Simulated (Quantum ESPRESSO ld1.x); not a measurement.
Results of a calculation; reference values are marked as such.
Pr57+, 2 electrons, occupied as [He]. Level of theory: Dirac Kohn-Sham, relativistic LDA (MacDonald-Vosko exchange, VWN5 correlation), spin-unpolarised, spherical densities, point nucleus (ld1.x of Quantum ESPRESSO 7.5).

Normalised radial functions P(r) = r R(r) (large component), r in bohr:

```
   r/bohr * 1s1/2 (the largest magnitude, 5.61, reaches the edge; | marks zero)
 0.001939 |                  *
 0.002257 |                    *
 0.002607 |                      *
 0.003035 |                         *
 0.003533 |                            *
 0.004113 |                               *
  0.00475 |                                   *
  0.00553 |                                      *
 0.006438 |                                         *
 0.007495 |                                             *
 0.008656 |                                                *
  0.01008 |                                                  *
  0.01173 |                                                    *
  0.01366 |                                                      *
  0.01577 |                                                      *
  0.01836 |                                                     *
  0.02137 |                                                   *
  0.02469 |                                                *
  0.02874 |                                           *
  0.03346 |                                      *
  0.03895 |                               *
  0.04498 |                         *
  0.05236 |                  *
  0.06096 |            *
  0.07097 |        *
  0.08196 |    *
  0.09541 |  *
```

1s1/2: eigenvalue -48069 eV, 0 radial nodes, <r> = 0.0240 bohr, 90 % of the charge inside 0.0433 bohr.
